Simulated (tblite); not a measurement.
Compound: C7H12Ge.
Geometry (GFN2-xTB, Å), atoms numbered from 1 in this order:
```
atom  x, y, z in Å
C1    -1.4378    2.2765    1.4738
C2    -1.2106    1.6672    0.4676
C3    -0.9076    0.9038   -0.7197
C4     0.5942    0.9392   -1.0340
C5     1.4575    0.3244    0.0675
C6     1.3661   -1.1993    0.1455
C7     0.0254   -1.6872    0.6893
Ge8   -1.4399   -1.0021   -0.4406
H9    -1.6449    2.8337    2.3385
H10   -1.4567    1.3447   -1.5589
H11    0.8999    1.9795   -1.1832
H12    0.7715    0.4033   -1.9722
H13    1.1665    0.7561    1.0284
H14    2.4990    0.5990   -0.1205
H15    1.5298   -1.6166   -0.8527
H16    2.1707   -1.5687    0.7888
H17   -0.1131   -1.3093    1.7041
H18    0.0226   -2.7761    0.7471
H19   -1.5003   -1.7192   -1.7709
H20   -2.7975   -1.1380    0.1991
```

Calculated harmonic vibrations of the isolated species, GFN2-xTB (tblite), most abundant isotopes, no scaling. Against measured fundamentals such values can be off by several per cent, at times by over 20. Modes of hydrogen on germanium can be 10 to 20 % off. One conformer, not necessarily the lowest.

Harmonic wavenumbers (cm⁻¹): 69.9, 107.0, 150.3, 193.0, 225.1, 303.5, 333.5, 349.5, 407.5, 460.2, 513.1, 557.6, 561.9, 606.7, 631.8, 662.5, 693.4, 765.2, 823.4, 848.3, 874.4, 921.7, 945.1, 989.3, 1033.8, 1081.7, 1106.9, 1123.2, 1144.7, 1181.6, 1217.8, 1246.5, 1262.0, 1282.2, 1344.3, 1355.6, 1357.5, 1455.0, 1481.8, 1485.1, 1498.9, 1901.0, 1984.5, 2275.9, 2896.3, 2931.0, 2936.9, 2947.9, 2951.3, 2956.2, 2965.6, 2973.1, 2977.6, 3390.6.

A = 1680, B = 1418, C = 1009 MHz; mass 170.015 u (most abundant isotopes); point group C1, symmetry number 1.

Q: Zero-point energy?

A: ½Σν̃ = 35370 cm⁻¹ = 101.13 kcal/mol.

Q: Give the ideal-gas entropy at 298.15 K and 1 bar in the rigid-rotor, harmonic-oscillator model (classical rotation).

A: Translation 41.33, rotation 29.28, vibration 24.67: S = 95.3 cal/(mol K).

Q: And Cp and H(298.15 K) − H(0)?

A: Cp = 39.04 cal/(mol K), of which vibrations give 31.09 (their classical limit is 54 R = 107.3); H(298.15 K) − H(0) = 6.61 kcal/mol without the zero-point energy, 4.24 from vibrations.

Q: Blend soft modes into free rotors: weight 1/[1 + (100 cm⁻¹/ν̃)⁴] for the oscillator and the rest for a rotor with moment μB/(μ + B), μ = h/(8π²ν), B = 10⁻⁴⁴ kg m². What vibrational entropy results?

A: 23.66 cal/(mol K) in place of 24.67, which changes −T·S at 298.15 K by +0.30 kcal/mol.

Q: How do the functions run with temperature in this model?

A: 
```tsv
T (K)	S (cal/(mol K))	Cp (cal/(mol K))	H − H(0) (kcal/mol)	G − H(0) (kcal/mol)	ln q(vib)
150	75.0	21.9	2.11	-9.15	1.92
250	88.9	33.4	4.87	-17.36	4.11
400	108.3	50.1	11.16	-32.17	7.76
600	132.0	66.8	22.96	-56.25	12.84
900	162.4	82.8	45.61	-100.55	20.27
```

q(vib) and H(0) count from the zero-point level.

Hindered rotation and anharmonicity are outside this model. Other conformers, if any are populated, would add a mixing term that is left out. The structure is chiral; the term R ln 2 for an equal mix with its mirror image is left out.
